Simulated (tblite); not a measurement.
C₅H₉FN₂Si.
Z-matrix (Å and degrees, GFN2-xTB geometry), rows numbered from 1:
```
C 
Si  1  1.8840
N   2  1.7647  1  106.07
N   3  1.3451  2  119.12  1    -0.03
C   4  1.3121  3  107.35  2  -180.00
C   5  1.4029  4  109.42  3     0.04
F   6  1.3448  5  127.00  4  -179.98
C   3  1.3583  2  129.79  1   179.98
C   8  1.4826  3  123.47  2    -0.01
H   1  1.0854  2  110.94  3   179.98
H   1  1.0859  2  111.03  3    59.52
H   1  1.0860  2  110.89  3   -59.68
H   2  1.4675  1  113.91  3  -116.52
H   2  1.4676  1  113.58  3   116.48
H   5  1.0707  4  121.60  3   179.93
H   9  1.0892  8  110.54  3    59.94
H   9  1.0893  8  110.55  3   -59.63
H   9  1.0873  8  109.53  3  -179.87
```

Calculated harmonic vibrations of the isolated species, GFN2-xTB (tblite), most abundant isotopes, no scaling. Against measured fundamentals such values can be off by several per cent, at times by over 20. Modes of hydrogen on silicon can be 10 to 20 % off. One conformer, not necessarily the lowest.

Harmonic wavenumbers (cm⁻¹): 29.8, 83.1, 97.4, 106.3, 117.0, 195.6, 238.2, 240.9, 333.5, 421.2, 452.5, 468.1, 586.9, 609.3, 630.7, 666.3, 692.5, 745.3, 774.1, 794.4, 828.3, 831.2, 848.5, 945.7, 1036.1, 1048.8, 1101.5, 1172.9, 1240.1, 1343.2, 1365.0, 1399.2, 1434.8, 1460.5, 1461.0, 1464.5, 1470.2, 1488.9, 1617.1, 2217.2, 2236.3, 3002.5, 3015.9, 3044.7, 3046.4, 3047.8, 3051.9, 3185.9.

A = 2871, B = 919.9, C = 708.4 MHz; mass 144.052 u (most abundant isotopes); point group Cs, symmetry number 1.

Zero-point energy?

Half the sum of the wavenumbers: 28845 cm⁻¹ = 345.06 kJ/mol.

Entropy at 350 K, 1 bar (ideal gas, RRHO, classical rotation)?

Translation 174.17, rotation 125.56, vibration 160.85: S = 460.6 J/(mol K).

And Cp and H(350 K) − H(0)?

Cp = 189.19 J/(mol K), of which vibrations give 155.94 (their classical limit is 48 R = 399.1); H(350 K) − H(0) = 40.10 kJ/mol without the zero-point energy, 28.46 from vibrations.

Blend soft modes into free rotors: weight 1/[1 + (100 cm⁻¹/ν̃)⁴] for the oscillator and the rest for a rotor with moment μB/(μ + B), μ = h/(8π²ν), B = 10⁻⁴⁴ kg m². What vibrational entropy results?

146.28 J/(mol K) in place of 160.85, which changes −T·S at 350 K by +5.10 kJ/mol.

How do the functions run with temperature in this model?

| T (K) | S (J/(mol K)) | Cp (J/(mol K)) | H − H(0) (kJ/mol) | G − H(0) (kJ/mol) | ln q(vib) |
| --- | --- | --- | --- | --- | --- |
| 150 | 340.7 | 104.8 | 10.61 | -40.49 | 3.81 |
| 250 | 404.2 | 147.8 | 23.22 | -77.82 | 6.74 |
| 298.15 | 432.0 | 168.2 | 30.83 | -97.96 | 8.11 |
| 400 | 487.1 | 207.9 | 50.04 | -144.80 | 10.95 |
| 600 | 583.4 | 267.4 | 97.96 | -252.10 | 16.33 |
| 900 | 703.4 | 323.2 | 187.30 | -445.77 | 23.74 |

q(vib) and H(0) count from the zero-point level.

Which modes carry the vibrational entropy at 350 K?

29.8 cm⁻¹: 25.78; 83.1 cm⁻¹: 17.29; 97.4 cm⁻¹: 15.98; 106.3 cm⁻¹: 15.26; 117.0 cm⁻¹: 14.48; 195.6 cm⁻¹: 10.35 J/(mol K); the other 42 give 61.72 together.

Hindered rotation and anharmonicity are outside this model. Other conformers, if any are populated, would add a mixing term that is left out.
